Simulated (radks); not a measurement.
Cu, configuration [Ar] 3d10 4s1 (the NIST ground configuration). All-electron calculation, non-relativistic Kohn-Sham, Slater X-alpha with alpha = 0.787, spin-polarised, spherical densities, point nucleus; open shells are filled with parallel spins first. Program: a radial shooting solver on a logarithmic mesh with Libxc functionals. Some entries of the table are withheld. Estimate them.

| orbital | occ. | eigenvalue (hartree) | <r^2> (bohr^2) | <r> (bohr) |
|---|---|---|---|---|
| 1s up | 1 | -322.1772 | 0.003750 | 0.05290 |
| 1s down | 1 | -322.1758 | 0.003750 | 0.05290 |
| 2s down | 1 | -38.42386 | 0.06697 | 0.2384 |
| 2s up | 1 | -38.41985 | 0.06696 | 0.2384 |
| 2p down | 3 | -33.79533 | 0.05260 | 0.2072 |
| 2p up | 3 | -33.79254 | 0.05259 | 0.2072 |
| 3s down | 1 | -4.10042 | 0.6006 | 0.7205 |
| 3s up | 1 | -4.09532 | 0.6020 | 0.7212 |
| 3p down | 3 | -2.64665 | 0.6657 | (1) |
| 3p up | 3 | -2.64263 | 0.6690 | (2) |
| 3d up | 5 | -0.21577 | 1.526 | (3) |
| 3d down | 5 | -0.20879 | 1.350 | (4) |
| 4s up | 1 | -0.18524 | (5) | 2.916 |
| 4s down | 0 | -0.11665 | (6) | 2.956 |

Answer. 
(1) 3p down <r> (bohr): 0.7499
(2) 3p up <r> (bohr): 0.7514
(3) 3d up <r> (bohr): 1.033
(4) 3d down <r> (bohr): 0.9858
(5) 4s up <r^2> (bohr^2): 9.978
(6) 4s down <r^2> (bohr^2): 10.48
